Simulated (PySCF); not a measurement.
[CrO4]3- holds Cr(V), d1, at total charge -3. The structure is a model geometry with rigid ligands and bond lengths from ionic radii, not a minimum; coordination tetrahedral, point group Td, metal–donor distances 1.73 Å.

The d shell alone is too small an active space for [CrO4]3- (an active orbital has only 0.65 squared overlap with the free ion's shell): its levels, fitted parameters, g values and moments show what this model gives and aren't sound predictions.

```
5

Cr    0.000    0.000    0.000
O     0.999    0.999    0.999
O    -0.999   -0.999    0.999
O    -0.999    0.999   -0.999
O     0.999   -0.999   -0.999
```

Method (PySCF 2.14, density fitting): CASSCF(1,5) with orbitals averaged over all microstates of the shell, strongly contracted NEVPT2 on the averaged canonical orbitals; basis x2c-TZVPall on the metal, x2c-SVPall elsewhere; spin-free X2C; IEF-PCM water; spin-orbit coupling by state interaction with the mean-field operator over all roots.

What is the ground state?

2E (S = 1/2, orbital degeneracy 2), with 1.0 electrons in the lower (e-type) set and 0.0 in the upper (t2-type) set, by NEVPT2.

Where do the spin-allowed transitions within the shell lie?

By NEVPT2: 2T2 at 15492 cm⁻¹ (645 nm). The strongest, at 15492 cm⁻¹, has f = 4.8e-03.

Give the fitted ligand-field and repulsion parameters.

At NEVPT2 level: orbital energies 0, 0, 15492, 15492, 15492 cm⁻¹; 10Dq = 15492 cm⁻¹; ζ = 216 cm⁻¹ (free ion 360).

What magnetic behaviour follows?

The ground state is orbitally degenerate (an E term, whose orbital moment is quenched to first order), so no simple spin Hamiltonian is given. The lowest spin-orbit level is 4-fold; the next lies at 15439.9 cm⁻¹. μeff is 1.72 μB at 300 K and 1.70 μB at 10 K; the spin-only value is 1.73 μB.

Charge-transfer states lie outside this active space and may come lower than some of these levels. The ground state is orbitally degenerate in this regular structure, which would distort (Jahn–Teller), so its moment is that of the undistorted model. NEVPT2 on the d shell alone tends to put d–d bands too high for such charged or covalently bound ions.

The job took 4 s on one thread of Arm Neoverse V1 (shared host), with 104 basis functions, launched as `OMP_NUM_THREADS=1 python lf_run.py task.json out`.
